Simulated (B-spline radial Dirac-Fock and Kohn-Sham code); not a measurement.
# Kohn-Sham estimates against Dirac-Fock for the levels of Xe⁴⁵⁺

System: Xe⁴⁵⁺, configuration [He] 2s2 2p5.

The density-functional columns are spherical, spin-unpolarised Dirac-Kohn-Sham results without Breit or QED terms: −ε is minus the orbital energy of the initial state and ΔSCF the difference of two total energies. The reference in the last column comes from multi-electron Dirac-Fock with separately optimised hole states, Breit and Lamb-shift corrections added in first order. All numbers are from a radial finite-basis atomic code, in eV; a selection of levels is shown. The Kohn-Sham columns are given as differences from the reference. For the 1s level of heavy atoms much of the gap between ΔSCF and the reference is the Breit and QED part, -119.4 eV here; for other levels the error of the functional can be larger.

```
    level  LDA −ε − DF  LDA ΔSCF − DF  Dirac-Fock
   K (1s)       -299.1         +120.1     37956.4
  L1 (2s)       -123.6          -19.7      8508.9
L2,3 (2p)       -107.5          +12.4      8011.5
```

Values without a named source are computed, but for edge energies of neutral atoms, which are taken from tables.
